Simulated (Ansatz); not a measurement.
Si₄O. Total charge 0; singlet. Geometry PBE0-D4/def2-SVP, basis def2-TZVP, Ansatz.

```xyz
5

O    -1.298    0.420   -1.810
Si    0.928   -0.311    1.265
Si   -0.395    1.486    1.528
Si   -0.425    0.158   -0.562
Si    1.191   -1.754   -0.420
```

| run | HOMO (eV) | LUMO (eV) |
| --- | --- | --- |
| A | -8.32 | -2.23 |
| B | -5.43 | -4.75 |
| C | -5.65 | -4.78 |
| D | -6.40 | -4.12 |

Another isomer (singlet) lies 1.13 eV lower at PBE0-D4/def2-TZVP; other spin states weren't run for this one.

**Question.** The runs used PBE, PBE0, r2SCAN, ωB97X-V. Estimate which is which.

**Answer.** A ωB97X-V (range-separated); B PBE (0 % exact exchange); C r2SCAN (0 % exact exchange); D PBE0 (25 % exact exchange). Exact exchange lowers occupied and raises empty levels; among semilocal functionals meta-GGAs tend to open the gap a little, and such runs are hard to tell apart. The gap grows from 0.69 eV (PBE) to 6.08 eV (ωB97X-V). The restricted singlet is unstable towards broken spin symmetry in Hartree–Fock (as tested in another run); at ωB97X-V/def2-TZVP, PBE-D4/def2-TZVP, r2SCAN-D4/def2-TZVP, PBE0-D4/def2-TZVP this wasn't settled.
